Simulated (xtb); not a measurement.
xtb input (GFN2-xTB):

```bash
xtb mol.xyz --gfn 2 --ohess tight --chrg -1 --uhf 0
```
mol.xyz:
```
14

C      0.64426751    -0.21749179    -1.75551103
Si     0.07555564    -0.05881781    -0.15089494
C     -1.82661092     0.37467786    -0.08313213
N      0.88551861     1.22712487     0.89864799
N      0.20980360    -1.42288001     1.01152694
H      0.12896819     0.23648560    -2.60656711
H      1.66158160    -0.56783129    -1.98719551
H     -2.39928978    -0.42272199    -0.41735507
H     -2.09353143     0.62117442     0.93709758
H     -2.01807796     1.23924015    -0.74538625
H      0.39757114     1.42914300     1.77358051
H      1.16654913     2.00722744     0.40944500
H      0.19934782    -2.32670227     0.52814981
H      1.11993507    -1.33510856     1.49874375
```

End of the output:

```
   ------------------------------------------------------------------------
Note: The following floating-point exceptions are signalling: IEEE_UNDERFLOW_FLAG IEEE_DENORMAL
normal termination of xtb

         :::::::::::::::::::::::::::::::::::::::::::::::::::::
         ::                  THERMODYNAMIC                  ::
         :::::::::::::::::::::::::::::::::::::::::::::::::::::
         :: total free energy         -16.488561425031 Eh   ::
         ::.................................................::
         :: total energy              -16.566606322656 Eh   ::
         :: zero point energy           0.110542203008 Eh   ::
         :: G(RRHO) w/o ZPVE           -0.032497305383 Eh   ::
         :: G(RRHO) contrib.            0.078044897625 Eh   ::
         :::::::::::::::::::::::::::::::::::::::::::::::::::::

optimized geometry written to: xtbopt.xyz

           -------------------------------------------------
          | TOTAL ENERGY              -16.566606322656 Eh   |
          | TOTAL ENTHALPY            -16.445986522497 Eh   |
          | TOTAL FREE ENERGY         -16.488561425031 Eh   |
          | GRADIENT NORM               0.000135010795 Eh/α |
          | HOMO-LUMO GAP               4.979980898739 eV   |
           -------------------------------------------------

------------------------------------------------------------------------
------------------------------------------------------------------------
 total:
 SCF:
 ANC optimizer:
 analytical hessian:
```

It need not be the lowest isomer of its formula. Whether it binds its extra electron was not tested at this geometry.
